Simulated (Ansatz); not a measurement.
`F[BH][GeH2][F]` and `F[BH][GeH2][SH]` differ in one atom or group.

Ansatz, PBE0-D4/def2-TZVP geometries, multiplicity 1. Each molecule was computed in one conformer, which needn't be the lowest.

Scalar relativity is left out up to krypton.

```json
{"property": "size of the dipole moment (ωB97M-V/def2-TZVPP) / D", "`F[BH][GeH2][F]`": "2.62"}
{"property": "HOMO energy (B3LYP/def2-TZVPP) / eV", "`F[BH][GeH2][F]`": "-8.19"}
{"property": "LUMO energy (PBE0/def2-TZVPP) / eV", "`F[BH][GeH2][F]`": "-2.02"}
{"property": "LUMO energy (ωB97M-V/def2-TZVPP) / eV", "`F[BH][GeH2][F]`": "0.00"}
{"property": "HOMO energy (ωB97M-V/def2-TZVPP) / eV", "`F[BH][GeH2][F]`": "-10.55"}
{"property": "HOMO energy (PBE0/def2-TZVPP) / eV", "`F[BH][GeH2][F]`": "-8.38"}
```

Problem. Give the same properties after the change, and the shifts. (An estimate is asked.)

Solution. Computed: 
```csv
property,`F[BH][GeH2][SH]`,shift
size of the dipole moment (ωB97M-V/def2-TZVPP) / D,1.28,-1.34
HOMO energy (B3LYP/def2-TZVPP) / eV,-6.95,1.24
LUMO energy (PBE0/def2-TZVPP) / eV,-1.94,0.08
LUMO energy (ωB97M-V/def2-TZVPP) / eV,0.02,0.02
HOMO energy (ωB97M-V/def2-TZVPP) / eV,-9.31,1.24
HOMO energy (PBE0/def2-TZVPP) / eV,-7.18,1.20
```

With PBE0 the HOMO rises by 1.20 eV and the LUMO rises by 0.08 eV, so the gap narrows by about 1.12 eV. PBE moves the HOMO by 1.02 eV and ωB97M-V by 1.24 eV. The zero-point energy changes by 19.0 kJ/mol with +3 modes. Dipoles are sizes alone; their direction can turn.

B3LYP here is the variant with VWN-RPA as its local correlation; programs differ in this.
